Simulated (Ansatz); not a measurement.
A series at In: from `[SiH3][O][In]([O][SiH3])[O][SiH3]`, ligands are replaced one by one, each step taking up H₂ and setting free `O[SiH3]`; n counts the steps. Ansatz, PBE0-D4/def2-TZVP geometries. Each molecule was computed in one conformer, which needn't be the lowest.

CBS adds triple-zeta CCSD(T) − MP2 to the MP2 limit, frozen cores; atoms without spin–orbit coupling. Elements past krypton have def2 core potentials. Outer-core shells of In are correlated without core-valence functions. Spin–orbit coupling is left out.

```json
{"n": "0", "molecule": "`[SiH3][O][In]([O][SiH3])[O][SiH3]`", "atomization energy, CCSD(T)/CBS (kJ/mol)": "5283.2"}
{"n": "1", "molecule": "`[SiH3][O][InH][O][SiH3]`", "atomization energy, CCSD(T)/CBS (kJ/mol)": "3792.9"}
{"n": "2", "molecule": "`[SiH3][O][InH2]`", "atomization energy, CCSD(T)/CBS (kJ/mol)": "?"}
{"n": "3", "molecule": "`[InH3]`", "atomization energy, CCSD(T)/CBS (kJ/mol)": "736.1"}
```

Q: By hand: fit a straight line y = ȳ + b (n − n̄) to the 3 given rows and predict n = 2.

A: n̄ = 1.333, ȳ = 3270.73; Σ(n − n̄)(y − ȳ) = -7081.73, Σ(n − n̄)² = 4.667, so b = -1517.41 kJ/mol a step. Prediction: 3270.73 + (-1517.41) × (0.667) = 2258.6 kJ/mol.

Q: By hand: compare with the computed value, 2271.6 kJ/mol, and give the steps along the whole series.

A: The line misses by 13.0 kJ/mol (computed minus predicted). Steps: -1490.3, -1521.3, -1535.5 kJ/mol.

The steps differ by up to 45.2 kJ/mol, small against a whole step but well beyond the method's doubt, so the ligands' effects don't simply add. The miss is 0.3 % of the series' range. The energies themselves are unsure by some kJ/mol a bond, though much of that is common to the series.
